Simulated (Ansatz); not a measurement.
Mulliken charges of `Cl[Si](Cl)([SeH])[SeH]` from r2SCAN/def2-TZVPP in Ansatz (PBE0-D4/def2-TZVP geometry).

```
atom   x (Å)   y (Å)   z (Å)  charge (e)
 Cl1  -0.489  -2.312  -0.606      -0.206
 Si2   0.183  -0.541   0.161       0.546
 Cl3   1.567  -0.941   1.609      -0.206
 Se4  -1.417   0.618   1.251      -0.143
 Se5   1.053   0.523  -1.629      -0.143
  H6  -2.159   0.854   0.004       0.076
  H7   1.323   1.731  -0.836       0.076
```

Q: By hand: the dipole of these point charges (1 e Å = 4.8032 D).

A: Σ q r = (-0.134, 0.408, -0.128) e Å, of length 0.448 e Å = 2.15 D.

Q: How does the dipole of the full density compare? (Best estimate.)

A: The calculation gave: (-0.091, 0.279, -0.088) e Å, 1.47 D; the point charges give 1.46 times that, at 0° from its direction.

Point charges leave out the atoms' own dipoles, such as those of lone pairs, and Mulliken's split depends on the basis, so the two needn't agree.
